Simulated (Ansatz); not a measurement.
Computed with Ansatz.

`CC[O][Hf]([Cl])([N](C)C)[N](C)C` at its PBE0-D4/def2-TZVP geometry, where that method's forces vanish. Total charge 0; spin multiplicity 1. Hf: def2 effective core potential.

| atom | x (Å) | y (Å) | z (Å) |
| --- | --- | --- | --- |
| C1 | -1.719 | 0.050 | -2.942 |
| C2 | -1.097 | 1.365 | -2.526 |
| O3 | -0.677 | 1.347 | -1.196 |
| Hf4 | -0.358 | 0.746 | 0.598 |
| Cl5 | -1.787 | 1.834 | 2.191 |
| N6 | -0.661 | -1.256 | 0.750 |
| C7 | -2.013 | -1.710 | 0.527 |
| C8 | 0.248 | -2.338 | 1.021 |
| N9 | 1.593 | 1.049 | 1.016 |
| C10 | 2.674 | 1.566 | 0.217 |
| C11 | 1.986 | 0.744 | 2.373 |
| H12 | -1.010 | -0.771 | -2.807 |
| H13 | -2.014 | 0.082 | -3.994 |
| H14 | -2.609 | -0.164 | -2.345 |
| H15 | -1.816 | 2.183 | -2.660 |
| H16 | -0.233 | 1.590 | -3.164 |
| H17 | -2.085 | -2.385 | -0.339 |
| H18 | -2.690 | -0.866 | 0.339 |
| H19 | -2.413 | -2.243 | 1.402 |
| H20 | 1.260 | -1.960 | 1.182 |
| H21 | -0.050 | -2.903 | 1.917 |
| H22 | 0.288 | -3.054 | 0.186 |
| H23 | 3.088 | 2.489 | 0.647 |
| H24 | 2.328 | 1.791 | -0.794 |
| H25 | 3.499 | 0.843 | 0.140 |
| H26 | 2.767 | -0.028 | 2.408 |
| H27 | 2.365 | 1.632 | 2.898 |
| H28 | 1.134 | 0.369 | 2.956 |

**Question.** For each bond, give half the difference of the two atoms' forces along it (eV/Å; positive pushes the atoms apart) under PBE-D4, r2SCAN-D4, B3LYP-D4, ωB97M-V in def2-TZVPP. (Estimate.)

**Answer.** The calculation gave: 
| bond | length (Å) | PBE-D4 | r2SCAN-D4 | B3LYP-D4 | ωB97M-V |
| --- | --- | --- | --- | --- | --- |
| C1–C2 | 1.513 | -0.02 | 0.06 | 0.17 | 0.14 |
| C1–H13 | 1.093 | 0.09 | -0.03 | -0.06 | -0.07 |
| C2–O3 | 1.395 | 0.20 | 0.21 | 0.19 | 0.27 |
| Hf4–N6 | 2.030 | -0.02 | -0.05 | 0.00 | -0.12 |
| Hf4–N9 | 2.019 | 0.00 | -0.03 | -0.02 | -0.14 |
| N6–C7 | 1.444 | 0.09 | 0.15 | 0.18 | 0.23 |
| N6–C8 | 1.439 | 0.05 | 0.12 | 0.16 | 0.23 |
| C7–H17 | 1.100 | 0.11 | -0.03 | -0.08 | -0.11 |
| C7–H18 | 1.098 | 0.07 | -0.04 | -0.11 | -0.06 |
| N9–C11 | 1.445 | 0.09 | 0.16 | 0.18 | 0.24 |
| C10–H23 | 1.100 | 0.11 | -0.04 | -0.07 | -0.12 |
| C10–H24 | 1.092 | 0.08 | -0.04 | -0.10 | -0.07 |
| C11–H28 | 1.098 | 0.07 | -0.04 | -0.11 | -0.06 |

B3LYP here is the variant with VWN-RPA as its local correlation; programs differ in this.
